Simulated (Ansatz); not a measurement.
One change: `CBCS` becomes `CBCSC`.

Ansatz, PBE0-D4/def2-TZVP geometries, multiplicity 1. Each molecule was computed in one conformer, which needn't be the lowest.

```csv
property,`CBCS`
HOMO energy (PBE/def2-TZVPP) / eV,-6.39
size of the dipole moment (ωB97M-V/def2-TZVPP) / D,1.64
"ideal-gas entropy at 298 K and 1 bar (rigid rotor, harmonic PBE0-D4/def2-TZVP) / J/(mol·K)",311
LUMO energy (B3LYP/def2-TZVPP) / eV,-0.27
zero-point energy (PBE0-D4/def2-TZVP) / kJ/mol,227.8
LUMO energy (ωB97M-V/def2-TZVPP) / eV,1.79
```

Give the same properties after the change, and the shifts. (Best estimate.)

Computed: 
| property | `CBCSC` | shift |
| --- | --- | --- |
| HOMO energy (PBE/def2-TZVPP) / eV | -5.01 | 1.38 |
| size of the dipole moment (ωB97M-V/def2-TZVPP) / D | 1.15 | -0.49 |
| ideal-gas entropy at 298 K and 1 bar (rigid rotor, harmonic PBE0-D4/def2-TZVP) / J/(mol·K) | 369 | 58 |
| LUMO energy (B3LYP/def2-TZVPP) / eV | -1.05 | -0.78 |
| zero-point energy (PBE0-D4/def2-TZVP) / kJ/mol | 299.8 | 72.0 |
| LUMO energy (ωB97M-V/def2-TZVPP) / eV | 1.13 | -0.66 |

With PBE0 the HOMO rises by 1.34 eV and the LUMO falls by 0.82 eV, so the gap narrows by about 2.16 eV. PBE moves the HOMO by 1.38 eV and ωB97M-V by 1.28 eV. The zero-point energy changes by 72.0 kJ/mol with +9 modes. Dipoles are sizes alone; their direction can turn. Modes under 60 cm⁻¹, often nearly free rotors, make the harmonic entropy too high.

B3LYP here is the variant with VWN-RPA as its local correlation; programs differ in this.
